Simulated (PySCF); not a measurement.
## Calculated NMR parameters of FC(F)(F)C#CC1C[SiH2]C1

```
Formula                               : C6H7F3Si
SMILES                                : FC(F)(F)C#CC1C[SiH2]C1
InChI                                 : InChI=1S/C6H7F3Si/c7-6(8,9)2-1-5-3-10-4-5/h5H,3-4,10H2
Point group of the computed structure : C1
Degrees of unsaturation               : 3
Carbon signals                        : 5
Proton signals                        : 5
```

Numbering as in the mapped SMILES `[F:1][C:2]([F:3])([F:4])[C:5]#[C:6][CH:7]1[CH2:8][SiH2:9][CH2:10]1`; H(Xn) means a hydrogen on atom n. Ha(C8), Ha(Si9), Ha(C10) are cis to C6 on the ring; Hb(C8), Hb(Si9), Hb(C10) are trans to C6 on the ring.

[PySCF: shielding tensors at PBE/pcSseg-1 (GIAO); PBE0-D3(BJ)/def2-SVP geometry; a single conformation; averaged over atoms made equivalent by symmetry, fast rotation or ring inversion; no solvent model; relativity neglected]

Chemical shifts δ = σref − σ; ¹H (σ = 31.20 ppm) and ¹³C (σ = 180.03 ppm) and ²⁹Si (σ = 334.61 ppm) vs TMS; ¹⁹F (σ = 144.73 ppm) vs CFCl3, all at this level.

```tsv
carbon	δC, type	δH (multiplicity)	HMBC from (2–3 bonds)	span of the C tensor (ppm)
C2	124.6, C	–	–	13
C5	74.2, C	–	H(C7)	220
C6	96.5, C	–	H(C7), Ha(C8)/Ha(C10), Hb(C8)/Hb(C10)	263
C7	28.8, CH	3.26 (m)	Ha(Si9), Hb(Si9), Ha(C8)/Ha(C10), Hb(C8)/Hb(C10)	34
C8/C10	20.6, CH2	Hb(C8) 1.55 (m); Ha(C8) 1.59 (m)	Ha(Si9), Hb(Si9), H(C7), Ha(C8)/Ha(C10), Hb(C8)/Hb(C10)	52
```

Other nuclei:
```tsv
atoms	nucleus	environment	δ (ppm)	σ (ppm)
Ha(Si9)	¹H	hydrogen on a silicon bonded to 2 C, in a 4-membered ring	4.82	26.37
Hb(Si9)	¹H	hydrogen on a silicon bonded to 2 C, in a 4-membered ring	4.77	26.43
F1/F3/F4	¹⁹F	fluorine of a CF3 group	-76.7	221.4
Si9	²⁹Si	silicon bonded to 2 C, 2 H, in a 4-membered ring	-34.6	369.3
```

Carbon types of the structure: 3 × C, 1 × CH, 2 × CH2, leaving 2 H on heteroatoms. δC 124.6: CF3 carbon; 3 electronegative neighbours deshield it. δC 96.5, 74.2: alkyne carbon; the triple bond shields along its axis, which puts it between sp3 and sp2 carbons. δC 28.8: propargylic sp3 CH; a saturated carbon with 3 carbon neighbours and no heteroatom attached. δC 20.6: sp3 CH2 bonded to Si. δH 3.26: hydrogen on a propargylic sp3 CH.

Splittings by ¹⁹F in the carbon and heteronuclear signals aren't shown, as no couplings were computed. Shifts are as computed. Against solution values, carbons near 30 ppm lie about +2 ppm off and those near 130 ppm about +2 ppm. Of 1211 compounds with measured shifts, 218 miss one by over three times the rms of a fit or turn the order of signals round; such compounds aren't used in these exercises. Unscaled 19F shifts against computed CFCl3 carry errors that often reach 10 to 50 ppm. Multiplicities follow the n + 1 count of equivalent neighbours, as no J values were calculated; m marks all less simple cases, F and P coupling included.
